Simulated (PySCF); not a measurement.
Basis and Hamiltonian dependence of the ionisation energy of Se

Se [Ar] 3d10 4s2 4p4 (3P) → Se⁺ [Ar] 3d10 4s2 4p3 (4S). Calculated with PySCF 2.14 from differences of total energies of unrestricted determinants, without spin-orbit coupling. Values in eV.

```json
{"basis": "6-31G*", "Hamiltonian": "non-relativistic", "functions": "32", "UHF": "8.519", "PBE": "n/a", "PBE0": "9.620", "MP2 (valence)": "8.885", "CCSD(T) (valence)": "8.915", "CCSD(T) (valence and next inner shell)": "n/a"}
{"basis": "aug-cc-pVDZ-PP with ECP10MDF", "Hamiltonian": "ECP", "functions": "32", "UHF": "8.511", "PBE": "9.574", "PBE0": "9.572", "MP2 (valence)": "9.004", "CCSD(T) (valence)": "9.066", "CCSD(T) (valence and next inner shell)": "n/a"}
{"basis": "ANO-RCC-VTZP", "Hamiltonian": "spin-free X2C", "functions": "43", "UHF": "8.546", "PBE": "9.634", "PBE0": "9.623", "MP2 (valence)": "9.227", "CCSD(T) (valence)": "9.380", "CCSD(T) (valence and next inner shell)": "9.416"}
{"basis": "Sapporo-DKH3-DZP-2012", "Hamiltonian": "spin-free X2C", "functions": "43", "UHF": "8.486", "PBE": "9.610", "PBE0": "n/a", "MP2 (valence)": "8.942", "CCSD(T) (valence)": "8.983", "CCSD(T) (valence and next inner shell)": "n/a"}
{"basis": "pcseg-2", "Hamiltonian": "non-relativistic", "functions": "43", "UHF": "8.595", "PBE": "9.690", "PBE0": "9.683", "MP2 (valence)": "9.252", "CCSD(T) (valence)": "9.391", "CCSD(T) (valence and next inner shell)": "n/a"}
{"basis": "def2-TZVP", "Hamiltonian": "non-relativistic", "functions": "48", "UHF": "8.587", "PBE": "n/a", "PBE0": "9.665", "MP2 (valence)": "9.248", "CCSD(T) (valence)": "9.390", "CCSD(T) (valence and next inner shell)": "n/a"}
{"basis": "x2c-TZVPPall", "Hamiltonian": "spin-free X2C", "functions": "48", "UHF": "8.543", "PBE": "9.631", "PBE0": "9.624", "MP2 (valence)": "9.217", "CCSD(T) (valence)": "9.358", "CCSD(T) (valence and next inner shell)": "9.387"}
{"basis": "def2-TZVPPD", "Hamiltonian": "non-relativistic", "functions": "57", "UHF": "8.586", "PBE": "9.675", "PBE0": "9.665", "MP2 (valence)": "9.249", "CCSD(T) (valence)": "9.392", "CCSD(T) (valence and next inner shell)": "9.418"}
{"basis": "dyall-av2z", "Hamiltonian": "non-relativistic", "functions": "92", "UHF": "8.590", "PBE": "9.676", "PBE0": "9.669", "MP2 (valence)": "9.078", "CCSD(T) (valence)": "9.137", "CCSD(T) (valence and next inner shell)": "n/a"}
{"basis": "aug-cc-pVQZ-DK", "Hamiltonian": "spin-free X2C", "functions": "93", "UHF": "8.543", "PBE": "9.635", "PBE0": "9.621", "MP2 (valence)": "9.344", "CCSD(T) (valence)": "9.501", "CCSD(T) (valence and next inner shell)": "n/a"}
{"basis": "x2c-QZVPPall", "Hamiltonian": "spin-free X2C", "functions": "97", "UHF": "8.541", "PBE": "9.637", "PBE0": "9.624", "MP2 (valence)": "9.326", "CCSD(T) (valence)": "9.483", "CCSD(T) (valence and next inner shell)": "n/a"}
{"basis": "def2-QZVPPD", "Hamiltonian": "non-relativistic", "functions": "98", "UHF": "8.587", "PBE": "9.681", "PBE0": "9.668", "MP2 (valence)": "9.363", "CCSD(T) (valence)": "9.523", "CCSD(T) (valence and next inner shell)": "n/a"}
{"basis": "x2c-QZVPPall with one added diffuse shell each of s, p, d, f type", "Hamiltonian": "spin-free X2C", "functions": "113", "UHF": "8.543", "PBE": "9.642", "PBE0": "9.626", "MP2 (valence)": "9.333", "CCSD(T) (valence)": "n/a", "CCSD(T) (valence and next inner shell)": "n/a"}
{"basis": "aug-cc-pVQZ-PP with one added diffuse shell each of s, p, d, f, g type with ECP10MDF", "Hamiltonian": "ECP", "functions": "114", "UHF": "8.541", "PBE": "9.605", "PBE0": "9.598", "MP2 (valence)": "9.344", "CCSD(T) (valence)": "n/a", "CCSD(T) (valence and next inner shell)": "n/a"}
```

Frozen in the all-electron rows: valence: [Ar] 3d10; valence and next inner shell: [Ne]; with a core potential, the same shells as far as they lie outside it.

Non-relativistic rows lack the scalar-relativistic shift.

Reference for a calculation without spin-orbit coupling: 9.635 eV (measured, between term centres; NIST).
